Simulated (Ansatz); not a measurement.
Species: C$_{5}$H$_{11}$O, net charge 0, doublet state. It need not be the lowest isomer of its formula. SMILES: C[CH]CCCO
Structure (B3LYP-D3(BJ)/def2-TZVP (Ansatz, a quantum-chemistry and plane-wave program) minimum search):
```
C
H 1 1.0926
H 1 1.0957 2 106.93
C 1 1.5215 2 108.87 3 118.18
H 4 1.0916 1 110.12 2 62.61
H 4 1.0981 5 107.30 1 -119.69
O 4 1.4238 5 105.40 6 -118.04
H 7 0.9633 4 108.45 5 179.28
C 1 1.5440 2 110.00 3 -118.37
H 9 1.0942 1 108.66 2 -178.66
H 9 1.0973 10 106.75 1 -116.16
C 9 1.4881 10 110.11 11 -118.93
H 12 1.0837 9 118.55 10 -31.69
C 12 1.4858 13 118.70 9 166.32
H 14 1.0915 12 111.91 13 31.25
H 14 1.0948 15 108.25 12 -123.10
H 14 1.1013 15 106.61 16 -113.85
```
Charge 0, spin multiplicity 2.

Wanted: atomisation energy (electronic, to ground-state atoms), in kcal/mol. Correlated levels leave the core frozen unless marked. Open shells are spin-unrestricted. Spin-orbit coupling is left out. No relativistic terms. The coupled-cluster limit lacks core correlation, which all-electron functionals hold. Basis-set limits of correlation are two-point, X^-3; Hartree-Fock from the larger set. The bracket is a focal-point correction in the basis named.

```csv
level,program,atomisation energy (kcal/mol),minus last row
PBE0/def2-SVP,Ansatz,1606.5,20.0
r2SCAN0-D4/def2-TZVPD,Ansatz + dftd4,1575.3,-11.2
B2PLYP-D4/def2-TZVPD,Ansatz + dftd4,1570.7,-15.8
PBE-QIDH/def2-TZVPD,Ansatz,1577.5,-9.0
MP2/STO-3G,Ansatz,1585.1,-1.4
CCSD(T)/cc-pwCVTZ,Ansatz,1550.7,-35.8
"RI-MP2/CBS(cc-pVTZ,cc-pVQZ)+[CCSD(T)-MP2]/cc-pVTZ",Ansatz,1586.5,0.0
```
